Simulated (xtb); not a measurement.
aluminum atom (Al), doublet (GFN-xTB shapes and energies of metal compounds can be far from the true ones). Base run: GFN2-xTB (xtb).

xtb was given this input:
```
$ xtb mol.xyz --gfn 2 --uhf 1 --json

# file mol.xyz
1

Al     0.00000000     0.00000000     0.00000000
```

Variants of this job, named by their change:

| change | ΔE vs base (kcal/mol) | SCF cycles |
|---|---|---|
| base | 0.000 | 3 |
| alpb = dmf | -2.27 | 3 |
| acc = 0.0001 | 0.000 | 3 |
| etemp = 3000 | -10.27 | 11 |
| file = coord | 0.000 | 3 |
| etemp = 10000 | -48.03 | 15 |

ALPB and GBSA are two models with their own fitted parameters for each solvent, which aren't always the measured dielectric constant.
